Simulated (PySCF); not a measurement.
Compound: 3-methoxybenzyl alcohol, C8H10O2.
Numbering: `[CH3:1][O:2][c:3]1[cH:4][cH:5][cH:6][c:7]([CH2:8][OH:9])[cH:10]1` (hydrogens: H11, H12, H13 on C1; H14 on C4; H15 on C5; H16 on C6; H17, H18 on C8; H19 on O9; H20 on C10)

Computed, not measured: PBE0-D3(BJ)/def2-SVP geometry optimisation, gas phase (PySCF 2.14.0).

Problem. List the bond lengths, angles and torsions at this level.

Solution. 
```json
{"bond": "C1–O2", "length (Å)": "1.399"}
{"bond": "O2–C3", "length (Å)": "1.349"}
{"bond": "C3–C4", "length (Å)": "1.399"}
{"bond": "C4–C5", "length (Å)": "1.396"}
{"bond": "C5–C6", "length (Å)": "1.390"}
{"bond": "C6–C7", "length (Å)": "1.401"}
{"bond": "C7–C8", "length (Å)": "1.510"}
{"bond": "C8–O9", "length (Å)": "1.400"}
{"bond": "C7–C10", "length (Å)": "1.391"}
{"bond": "C3–C10", "length (Å)": "1.401"}
{"bond": "C1–H11, C1–H12, C1–H13", "length (Å)": "1.102"}
{"bond": "C4–H14", "length (Å)": "1.090"}
{"bond": "C5–H15", "length (Å)": "1.093"}
{"bond": "C6–H16", "length (Å)": "1.092"}
{"bond": "C8–H17, C8–H18", "length (Å)": "1.106"}
{"bond": "O9–H19", "length (Å)": "0.964"}
{"bond": "C10–H20", "length (Å)": "1.093"}
```

Bonds in one row agree within 0.01 Å and their mean is given. A selection of angles:
```json
{"angle": "C1–O2–C3", "degrees": "118.8"}
{"angle": "O2–C3–C4", "degrees": "124.3"}
{"angle": "O2–C3–C10", "degrees": "116.0"}
{"angle": "C4–C3–C10", "degrees": "119.6"}
{"angle": "C3–C4–C5", "degrees": "119.2"}
{"angle": "C4–C5–C6", "degrees": "121.2"}
{"angle": "C5–C6–C7", "degrees": "119.6"}
{"angle": "C6–C7–C8", "degrees": "120.1"}
{"angle": "C6–C7–C10", "degrees": "119.5"}
{"angle": "C8–C7–C10", "degrees": "120.5"}
{"angle": "C7–C8–O9", "degrees": "113.8"}
{"angle": "C3–C10–C7", "degrees": "120.9"}
{"angle": "H19–O9–C8", "degrees": "107.6"}
```

Dihedral angles: C1–O2–C3–C4 -1° (synperiplanar); C6–C7–C8–O9 30°; H19–O9–C8–C7 56° (synclinal). The mirror-image conformer, all signs reversed, is as good.

The 7 C–C bonds span 1.390 Å (C5–C6, aromatic) to 1.510 Å (C7–C8, drawn single), a spread of 0.120 Å. Of the pairs four or more bonds apart, C1···H14 is among the closest relative to their van der Waals radii: 2.53 Å, 87 % of the sum of Bondi's values. The 3 C–O bonds span 1.349 Å (O2–C3, drawn single) to 1.400 Å (C8–O9, drawn single), a spread of 0.051 Å. O2 (aryl ether oxygen) is bent (angle 118.8°). The 6-membered ring C3–C4–C5–C6–C7–C10 has internal angles of 119.2° to 121.2°; it is planar, 0.00 Å rms from its mean plane, widest ring torsion 0°.

Point group: C1 (no symmetry element, even within 0.4 Å). Not checked by PBE0-D3(BJ)/def2-SVP frequencies. The numbers are those of one conformer (C1–O2–C3–C4 -1°, C6–C7–C8–O9 30°, C7–C8–O9–H 56°).
